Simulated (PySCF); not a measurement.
**Gas-phase XPS of AlCl2Br, computed**

Compound: AlCl2Br.
Z-matrix (Å and degrees, PBE0-D3(BJ)/def2-SVP geometry), rows numbered from 1:
```
Al
Cl  1  2.0814
Cl  1  2.0823  2  119.05
Br  1  2.2292  2  120.08  3   179.91
```

Method used: PySCF, delta-SCF UKS SCAN, pcX-2 on the ionised atom, pcseg-1 elsewhere, spin-free X2C. Each binding energy is the total energy of the core-ionised species, with the hole localised on one atom, minus that of the ground state; both are solved self-consistently, so orbital relaxation is included.

Problem. List the computed XPS lines with their assignment.

Solution. 
```json
{"atom(s)": "Al1", "bonded to": "2 Cl and Br", "level": "Al 1s", "binding energy (eV)": "1569.57", "2p1/2 (eV)": "–", "count": "1"}
{"atom(s)": "Cl2/Cl3", "bonded to": "Al", "level": "Cl 2p3/2", "binding energy (eV)": "206.41", "2p1/2 (eV)": "208.07", "count": "2"}
{"atom(s)": "Cl2/Cl3", "bonded to": "Al", "level": "Cl 1s", "binding energy (eV)": "2829.02", "2p1/2 (eV)": "–", "count": "2"}
```

Problem. Which effective nuclear charge Zeff reproduces each element's mean 1s value in the hydrogen-like formula E = 13.606 eV × Zeff²?

Solution. Al (Z = 13): mean 1569.6 eV, Zeff = 10.74, Z − Zeff = 2.26; Cl (Z = 17): mean 2829.0 eV, Zeff = 14.42, Z − Zeff = 2.58. Means run over the listed sites, weighted by atom count.

Atoms equivalent by their bonding share one computed value, that of the first of them. Spin–orbit and ligand-field terms were added within each 2p shell after the spin-free SCF. 2p1/2 minus 2p3/2 (ligand field included): Cl 1.65 eV. No level of bromine is listed. Geometry: PBE0-D3(BJ)/def2-SVP; no solvent, vibrations or thermal averaging.
